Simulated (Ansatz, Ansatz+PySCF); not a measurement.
```xyz
9

H     1.4893    0.0097    0.0263
H     1.1303    0.9752   -0.0206
H     0.2712    1.5021    0.0129
H    -0.7380    1.3089   -0.0257
H    -1.4090    0.4832   -0.0034
H    -1.3941   -0.4914    0.0140
H    -0.7666   -1.3000   -0.0250
H     0.2380   -1.4886    0.0164
H     1.1715   -0.9610   -0.0197
```

Basis set: def2-SVP (spherical functions). All electrons are correlated. Charge 0, multiplicity 2.

Computed with Ansatz (development build ahead of 0.2.0); each method stands on the lowest determinant of its kind that the runs found.

(1) Give the atomization energy at this shape (free ground-state atoms in the same class of orbitals less the molecule, no zero-point energy) of doublet H9 by PBE0 (unrestricted), UHF-MP2, UHF.

## Answers

(1)

| method | atomization energy |
| --- | --- |
| PBE0 (unrestricted) | 14.47 eV |
| UHF-MP2 | 12.29 eV |
| UHF | 8.14 eV |

Caution for UHF-MP2: bonds are stretched, where a single reference can fail.
